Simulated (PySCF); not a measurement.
Pb(OMe)(NH2) (CH5NOPb), SMILES [O](C)[Pb][NH2] (connectivity only; charge and spin as stated), neutral, multiplicity 1.

The structure is a stationary point at PBE0-D3(BJ)/def2-SVP. The def2 effective core potentials stand for the cores of Pb; spin–orbit coupling is left out. The values are those of a single conformer.

Calculation: PBE0-D3(BJ)/def2-SVP run with PySCF.

Frequencies are harmonic and unscaled.

Computed normal modes with their intensities:
```csv
mode,ν (cm⁻¹),IR (km/mol),Raman (Å⁴/amu),depolarisation,moving atoms (share of kinetic energy)
1,82,0.3,0.0,–,H 93 %
2,137,15.9,0.4,0.75,"O 47 %, H 26 %, C 15 %, N 10 %"
3,147,0.8,3.3,0.69,"N 47 %, H 27 %, C 24 %"
4,231,5.2,1.9,0.51,"O 34 %, C 31 %, H 23 %, Pb 9 %"
5,270,199.5,3.2,0.75,"H 82 %, N 17 %"
6,391,2.0,2.0,0.75,H 98 %
7,471,71.5,19.4,0.37,"O 75 %, C 9 %, Pb 8 %"
8,546,57.3,22.5,0.26,"N 77 %, H 15 %"
9,588,32.9,1.2,0.39,"H 81 %, N 17 %"
10,1160,182.5,8.0,0.43,"C 40 %, O 39 %, H 21 %"
11,1175,0.4,2.8,0.75,"H 76 %, C 19 %"
12,1188,40.5,6.7,0.03,"H 58 %, C 25 %, O 17 %"
13,1461,17.5,13.7,0.55,H 91 %
14,1467,2.5,35.7,0.75,H 96 %
15,1477,39.7,17.0,0.73,H 92 %
16,1497,9.9,1.8,0.28,"H 90 %, N 9 %"
17,2945,127.3,172.0,0.02,H 97 %
18,3000,82.8,85.8,0.75,"H 91 %, C 9 %"
19,3050,67.6,254.1,0.50,"H 91 %, C 9 %"
20,3578,10.1,221.2,0.16,H 96 %
21,3698,18.9,89.1,0.73,"H 91 %, N 9 %"
```
